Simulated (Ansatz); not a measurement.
```xyz
5

C     0.0000    0.0000    0.0000
H     0.5833    0.5833    0.5833
H     0.5833   -0.5833   -0.5833
H    -0.5833    0.5833   -0.5833
H    -0.5833   -0.5833    0.5833
```

Basis set: def2-TZVP (spherical functions). Correlated methods keep 1 orbital frozen. Charge 0, multiplicity 1.

Computed with Ansatz (development build ahead of 0.2.0); each method stands on the lowest determinant of its kind that the runs found. Restricted open shells among the atoms or ions are ROHF, correlated in semicanonical orbitals with singles.

The atomization energy at this shape (free ground-state atoms in the same class of orbitals less the molecule, no zero-point energy) of singlet CH4:

```csv
method,atomization energy
RHF,320.10 kcal/mol
```

Problem. What does RHF-MP2 give?

Solution. 392.16 kcal/mol. Caution: the shape is not the minimum.
